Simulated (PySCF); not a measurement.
## Sulfur: a sound run and one with changed settings

Sound run: S⁺ [Ne] 3s2 3p3, S²⁺ [Ne] 3s2 3p2. Computed with PySCF 2.14 in aug-cc-pV(D+d)Z, with no relativity, point nucleus. In the sound run the correlated levels freeze [Ne]. The sound run starts from symmetry-adapted Hartree-Fock orbitals and uses a fine grid where one is needed.

Changed run: initial guess sap, at most 50 SCF cycles, level shift 0.1 hartree.

```
species   method  sound run (hartree)  changed run (hartree)  converged
     S⁺      UHF           -397.15977             -397.15977        yes
     S⁺    B3LYP           -397.74035             -397.74035        yes
     S⁺     TPSS           -397.74589             -397.74589        yes
     S⁺      MP2           -397.23163             -397.22553        yes
     S⁺  CCSD(T)           -397.25328             -397.25328        yes
    S²⁺      UHF           -396.32475             -396.32475        yes
    S²⁺    B3LYP           -396.88527             -396.88527        yes
    S²⁺     TPSS           -396.88789             -396.88789        yes
    S²⁺      MP2           -396.37947             -396.37488        yes
    S²⁺  CCSD(T)           -396.40370             -396.40370        yes
```

Ionisation energy of S⁺:

```
 method  sound run (eV)  changed run (eV)
    UHF          22.722            22.722
  B3LYP          23.268            23.268
   TPSS          23.347            23.347
    MP2          23.189            23.147
SCS-MP2          23.025            22.997
   CCSD          23.109            23.109
CCSD(T)          23.118            23.118
```

A level shift leaves the converged SCF energy unchanged but raises the virtual orbital energies, which shrinks MP2 if it is not removed.

For comparison, NIST gives 23.338 eV between the lowest levels.
